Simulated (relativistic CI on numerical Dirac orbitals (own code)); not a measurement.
Spin-allowed bands of a d8 ion in an octahedral site, by hand

Problem. A d8 ion in an octahedral site has a 3A2 ground term and spin-allowed bands at ν1 = 7930 and ν2 = 12612 cm⁻¹ (from a computed ligand-field model). Find Δ and the Racah parameter B, and predict the third band.

Working.
1. The F term splits into A2 (−1.2Δ), T2 (−0.2Δ) and T1 (+0.6Δ), so ν1 = E(T2) − E(A2) = Δ = 7930 cm⁻¹.
2. T1(F) mixes with T1(P), which lies at 15B, through an element 0.4Δ. The two roots, counted from A2, are ν2,3 = ½(15B + 3Δ) ∓ ½√[(15B − Δ)² + 12BΔ].
3. Solving the lower root for B gives B = (2ν1² + ν2² − 3ν1ν2)/(15ν2 − 27ν1) = -15207136/-24930 = 610 cm⁻¹.
4. The sum of the roots is 15B + 3Δ, so ν3 = 15B + 3ν1 − ν2 = 20328 cm⁻¹ (492 nm).

Check. The bands were computed by exact diagonalisation of the d8 shell with B = 610 and Δ = 7930 cm⁻¹, which gives ν3 = 20328 cm⁻¹. C does not enter the terms of highest spin.
